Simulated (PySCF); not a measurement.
## From computed data to an observable: chemical shift, span and skew from a shielding tensor

C₃H₅Cl₂F, SMILES CCC(F)(Cl)Cl. Atoms are numbered in the order given.

```xyz
11

C     -2.4317     0.1517     0.1413
C     -1.1151     0.9067    -0.0108
C      0.0809    -0.0086    -0.2181
F     -0.1143    -0.7904    -1.3018
Cl     1.5542     0.9481    -0.4923
Cl     0.3384    -1.0764     1.1822
H     -2.4198    -0.4898     1.0346
H     -2.6214    -0.4826    -0.7371
H     -3.2642     0.8640     0.2382
H     -0.9026     1.5340     0.8674
H     -1.1421     1.5705    -0.8897
```

Geometry optimised at ωB97X-D3(BJ)/def2-SVP. The values are those of a single conformer.

GIAO shieldings from PBE/pcSseg-1 (PySCF), non-relativistic, no solvent. The symmetric part of the tensor of F4 has the principal values 130.1, 231.7, 290.7 ppm. The same nucleus in CFCl3 has σ = 133.6 ppm at this level (PySCF, at its B3LYP-D3(BJ)/def2-TZVP geometry). Without spin–orbit terms, shifts of atoms bonded to Cl or Br come out too high.

### Question
Work out the isotropic shielding, the ¹⁹F shift against CFCl3, the span and the skew.

### Answer

σ(iso) = (σ11 + σ22 + σ33)/3 = 217.5 ppm. δ = σ(ref) − σ(iso) = 133.6 − (217.5) = -83.9 ppm.
Span Ω = σ33 − σ11 = 160.6 ppm. Skew κ = 3(σ(iso) − σ22)/Ω = -0.27. Tumbling in solution averages the tensor to δ; in a static solid the shielding alone would spread this spin-1/2 line over Ω.
